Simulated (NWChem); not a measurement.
System: BiH₃; SMILES [BiH3]

Results from NWChem. Coordinates come from a PBE0-D3(BJ)/def2-TZVP optimisation. def2 effective core potentials on Bi; no spin-orbit coupling. LC-ωPBE (HJS hole) with def2-SVP; x = 1 − exp(−ω/0.25 bohr⁻¹) is a scale chosen for this fit.

```
row           x  −ε(HOMO) (eV)
--------  -----  -------------
ω = 0.15  0.451           8.59
ω = 0.20  0.551           9.04
ω = 0.35  0.753           9.93
ω = 0.40  0.798          10.11
ω = 0.80  0.959       withheld
```

Fit a straight line of the last column on the one before it, predict the withheld value, and compare with the run.


1. Means of the 4 shown rows: x = 0.6382, y = 9.418. Slope Σ(x − x̄)(y − ȳ)/Σ(x − x̄)² = 0.3573/0.08136 = 4.392; intercept 6.614.
2. The shown rows scatter about the line by 0.007 (root mean square); the largest residual is +0.01, at ω = 0.35.
3. At x = 0.959 (ω = 0.80; beyond the shown range) the line gives 10.83.
4. The run gives 10.72, -0.11 from the line.
